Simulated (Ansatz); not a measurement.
Start from `C[O][Sn]([F])([F])[c]1ccccc1` and change one atom or group to get `C[O][Zr]([OH])([Cl])[c]1ccccc1`.

Ansatz, PBE0-D4/def2-TZVP geometries, multiplicity 1. Each molecule was computed in one conformer, which needn't be the lowest.

Elements past krypton have def2 core potentials.

| property | `C[O][Sn]([F])([F])[c]1ccccc1` |
| --- | --- |
| HOMO energy (PBE/def2-TZVPP) / eV | -6.60 |
| LUMO energy (ωB97M-V/def2-TZVPP) / eV | 0.62 |
| LUMO energy (B3LYP/def2-TZVPP) / eV | -1.60 |
| size of the dipole moment (PBE/def2-TZVPP) / D | 3.82 |
| HOMO energy (ωB97M-V/def2-TZVPP) / eV | -10.14 |
| LUMO energy (PBE0/def2-TZVPP) / eV | -1.34 |

Q: What does the change do to each property? (An estimate is asked.)

A: The calculation gave: 
```json
{"property": "HOMO energy (PBE/def2-TZVPP) / eV", "`C[O][Zr]([OH])([Cl])[c]1ccccc1`": "-6.09", "shift": "0.51"}
{"property": "LUMO energy (ωB97M-V/def2-TZVPP) / eV", "`C[O][Zr]([OH])([Cl])[c]1ccccc1`": "0.62", "shift": "0.00"}
{"property": "LUMO energy (B3LYP/def2-TZVPP) / eV", "`C[O][Zr]([OH])([Cl])[c]1ccccc1`": "-1.52", "shift": "0.08"}
{"property": "size of the dipole moment (PBE/def2-TZVPP) / D", "`C[O][Zr]([OH])([Cl])[c]1ccccc1`": "3.38", "shift": "-0.44"}
{"property": "HOMO energy (ωB97M-V/def2-TZVPP) / eV", "`C[O][Zr]([OH])([Cl])[c]1ccccc1`": "-9.23", "shift": "0.91"}
{"property": "LUMO energy (PBE0/def2-TZVPP) / eV", "`C[O][Zr]([OH])([Cl])[c]1ccccc1`": "-1.34", "shift": "0.00"}
```

Dipoles are sizes alone; their direction can turn.

B3LYP here is the variant with VWN-RPA as its local correlation; programs differ in this.
